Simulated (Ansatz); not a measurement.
`C[NH][ZnH]` + `[SH][GaH2]` → `[ZnH][S][GaH2]` + CH₃NH₂ at 700 K and 1 bar (ligand exchange at a Zn–N bond).

Calculated with Ansatz (gas phase, PBE0-D4/def2-TZVP geometries, no zero-point term in ΔE). CCSD(T)/CBS adds triple-zeta CCSD(T) − MP2 to the extrapolated MP2 energy (def2 sets, frozen cores). For Ga, Zn outer-core shells are correlated without core-valence functions, which leaves a few kJ/mol of doubt a bond. Scalar relativity is left out up to krypton.

| species | CCSD(T)/CBS energy (Eh) | H − E (kJ/mol) | S (J/(mol·K)) |
| --- | --- | --- | --- |
| `C[NH][ZnH]` | -1874.12279 | 211.9 | 386.4 |
| `[SH][GaH2]` | -2323.53734 | 103.2 | 340.5 |
| `[ZnH][S][GaH2]` | -4101.94463 | 116.0 | 421.3 |
| CH₃NH₂ | -95.75281 | 207.6 | 296.6 |

H − E and S are ideal-gas, rigid-rotor, harmonic terms from PBE0-D4/def2-TZVP. 1 Eh = 2625.50 kJ/mol, R = 8.31446 J/(mol·K).

**Question.** By hand: ΔE, ΔH, ΔS and ΔG.

**Answer.** ΔE = (-4101.94463) + (-95.75281) − (-1874.12279) − (-2323.53734) = -0.03731 Eh = -98.0 kJ/mol. Δ(H − E) = 116.0 + 207.6 − 211.9 − 103.2 = 8.5, so ΔH = -89.5 kJ/mol. ΔS = 421.3 + 296.6 − 386.4 − 340.5 = -9.0 J/(mol·K). ΔG = -89.5 − 700 × (-9.0)/1000 = -83.2 kJ/mol.

**Question.** By hand: the equilibrium constant, and the temperature at which ΔG would vanish if ΔH and ΔS stayed fixed.

**Answer.** log₁₀ K = −ΔG/(RT ln 10) = 6.2. ΔG = 0 at ΔH/ΔS = 9944 K, far beyond where these terms or the molecules hold.

The number of gas molecules stays the same, so ΔS is small and ΔH decides. A doubt of 5 kJ/mol in ΔE shifts log₁₀ K by 0.4 here. These are equilibria of isolated gas molecules and say nothing of rates. Largest T1 diagnostic: 0.015 (customary marks: 0.02 for closed shells, 0.045 for open ones).
